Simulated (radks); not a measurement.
Values are calculated unless marked as measured or tabulated.
Problem. Fe II, 25 electrons, occupied as [Ar] 3d6 4s1. Level of theory: non-relativistic Kohn-Sham, PBEsol, spin-unpolarised, spherical densities, point nucleus (a radial shooting solver on a logarithmic mesh with Libxc functionals). Some entries of the table are withheld. Estimate them.

orbital  occ.  eigenvalue (Ry)  r(max) (bohr)
1s          2        -509.6849        0.03898
2s          2        -59.81023         0.2254
2p          6        -51.71886         0.1810
3s          2         -7.36258         0.7086
3p          6              (1)            (2)
3d          6         -1.19084         0.7088
4s          1         -0.89333          2.308
4p          0         -0.53516          2.846

Solution. 
(1) 3p eigenvalue (Ry): -4.99820
(2) 3p r(max) (bohr): 0.7164
